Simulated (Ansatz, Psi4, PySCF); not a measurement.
AgCl, triplet, at a GFN2-xTB geometry (such geometries of metal compounds can be far from the true shape) (the multiplicity is a formal guess) (core potentials on Ag). Base run: CAMB3LYP/def2-SVP (PySCF).

The PySCF input:
```python
from pyscf import gto, scf, dft

mol = gto.M(
    atom='''
Ag   -0.00000000   -0.00000000   -0.65923567
Cl    0.00000000    0.00000000    1.82259273
''',
    basis='def2-svp',
    ecp={'Ag': 'def2-svp'},
    spin=2,
    verbose=4,
)

mf = dft.UKS(mol)
mf.xc = 'camb3lyp'
mf.kernel()
```

The same geometry, method and basis name were run in Ansatz (a first-principles code) and Psi4 and PySCF, at each program's defaults and at the settings that a row names. The base is PySCF at its defaults. Differences at the defaults can come from grids, fitting, cores and function types together. The rows with settings made alike still differ; the cause (another SCF solution, basis table, core potential or functional code) wasn't traced.

```
code and settings                                                                             ΔE vs base (µEh)  basis functions      E (Eh)  SCF cycles  dipole (D)               outcome
--------------------------------------------------------------------------------------------  ----------------  ---------------  ----------  ----------  ----------  --------------------
PySCF, defaults (exact integrals, its default grid, spherical functions)                                   0.0               49  -606.90513          13        1.53             converged
Psi4, defaults (density fitting with its default set, its default grid, spherical functions)              -793               49  -606.90592          10        0.25  another SCF solution
Ansatz, defaults (factorised integrals, its default grid, spherical functions)                           -1069               49  -606.90620           -           -             converged
PySCF, density fitting with def2-universal-jkfit                                                         -34.5               49  -606.90516          13        1.53             converged
PySCF, fine grid                                                                                          -2.0               49  -606.90513          13        1.53             converged
Psi4, exact integrals, spherical functions, fine grid                                                     -767               49  -606.90590          15        0.25  another SCF solution
Ansatz, high accuracy                                                                                    -1072               49  -606.90620           -           -             converged
```

A guess, shift, damping, solver or small numerical setting can't move a converged solution much, so rows marked as another SCF solution ended in a different state.

Open shells are given as the SCF converged; they aren't shown to be the lowest states, and a large step between rows can be another state.
